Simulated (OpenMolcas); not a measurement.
## Dy³⁺: effect of the basis set

- Program: OpenMolcas
- Method: CASSCF
- Active space: 9 electrons in 7 orbitals (4f)
- State averaging: 2S+1 = 6 odd, 21 roots; 2S+1 = 4 odd, 224 roots (128 in the spin-orbit step); 2S+1 = 2 odd, 249 roots kept (CI in the orbitals of an earlier block, 143 in the spin-orbit step)
- Spin-orbit coupling: RASSI with atomic mean-field integrals over the reference wave functions, term energies averaged over their components

A. ANO-R1 [7s5p3d2f], X2C, finite nucleus; cost roughly 4 core-minutes
B. ANO-RCC-VDZP [7s6p4d2f1g], DKH2, point nucleus; cost of the order of 3 core-minutes
C. ANO-R2 [8s7p4d3f1g], X2C, finite nucleus; cost roughly 6 core-minutes
D. ANO-RCC-VTZP [8s7p5d3f2g1h], DKH2, point nucleus; cost roughly 4 core-minutes
E. ANO-RCC-VQZP [9s8p6d4f3g2h], DKH2, point nucleus; cost of the order of 3 core-minutes
F. ANO-R3 [9s8p5d5f3g2h], X2C, finite nucleus; cost about 4 core-minutes

Energies in cm-1 above 4f9 6H* 15/2.

```tsv
Level	A	B	C	D	E	F
4f9 6H* 15/2	0.0	0.0	0.0	0.0	0.0	0.0
4f9 6H* 13/2	3585	3579	3539	3537	3539	3542
4f9 6H* 11/2	6140	6130	6070	6068	6070	6075
4f9 6H* 9/2	8121	8107	8033	8030	8032	8039
4f9 6H* 7/2	9675	9659	9573	9569	9572	9580
4f9 6F* 11/2	9939	9921	9931	9931	9931	9932
4f9 6H* 5/2	10853	10835	10739	10735	10738	10746
4f9 6F* 9/2	11365	11344	11359	11360	11358	11359
4f9 6F* 7/2	13342	13319	13307	13307	13307	13310
4f9 6F* 5/2	14816	14790	14764	14763	14763	14768
4f9 6F* 3/2	15687	15660	15631	15630	15631	15635
4f9 6F* 1/2	16226	16197	16165	16164	16164	16169
4f9 4F* 9/2(1) [68 %]	24569	24522	24647	24653	24643	24637
4f9 4I* 15/2(1) [58 %]	25116	25068	25231	25239	25225	25217
4f9 4G* 11/2(1)	27264	27211	27345	27352	27341	27336
4f9 4M* 21/2	27601	27548	27675	27681	27672	27668
4f9 4I* 13/2(1) [74 %]	28890	28834	28950	28955	28947	28944
4f9 4M* 19/2 [71 %]	29143	29087	29215	29221	29212	29208
4f9 4F* 7/2(1) [64 %]	29595	29538	29634	29638	29631	29629
4f9 4M* 15/2 [58 %]	31301	31240	31354	31359	31351	31349
4f9 4I* 11/2(1)	31529	31467	31557	31562	31556	31555
4f9 4M* 17/2 [54 %]	32998	32934	33030	33034	33028	33028
4f9 4I* 9/2(1)	33034	32970	33058	33062	33056	33056
4f9 4F* 5/2(1) [55 %]	33592	33526	33615	33619	33613	33613
```

Among A to F the level of the table that moves most is 4f9 4I* 15/2(1) [58 %], by 170 cm-1 (lowest in B, highest in D).

High states are left out of the spin-orbit mixing, which shifts the levels that they would mix with. Without dynamic correlation excited terms often stand tens of per cent too high (terms of higher spin than the ground term too low), and those without a measured partner can miss by more than the paired ones. The basis is small and was not contracted for so high a charge (holds for A; B). Levels of configurations outside the active space are missing. The table leaves out levels that lie high or whose names do not pair safely across all columns.

A share in square brackets marks a mixed level and gives the weight of the term that names it, the lowest over the columns. A number in round brackets counts repeated terms of one configuration in the order of the reference energies. * marks odd parity.
